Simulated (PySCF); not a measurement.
Si(H)2(Br)(NH2) (BrH₄NSi), SMILES N[SiH2]Br.

The structure is a stationary point at B3LYP-D3(BJ)/def2-SVP. One conformer was computed; it need not be the lowest.

Method: PBE/def2-TZVPD (PySCF).

The molecule is in vacuum.

Computed frontier levels, gap, dipole moment and polarisability:
The highest occupied level is -6.60 eV. The lowest empty level is -0.92 eV. The orbital gap is 5.68 eV. The dipole moment comes out as 2.05 D and the quadrupole, principal values (traceless, Buckingham form, about the centre of nuclear charge) comes out as -4.93, 0.41, 4.52 D·Å. The mean static polarisability comes out as 62.2 bohr³ (9.22 Å³) and the polarisability, principal values is 53.4, 56.9, 76.4 bohr³.
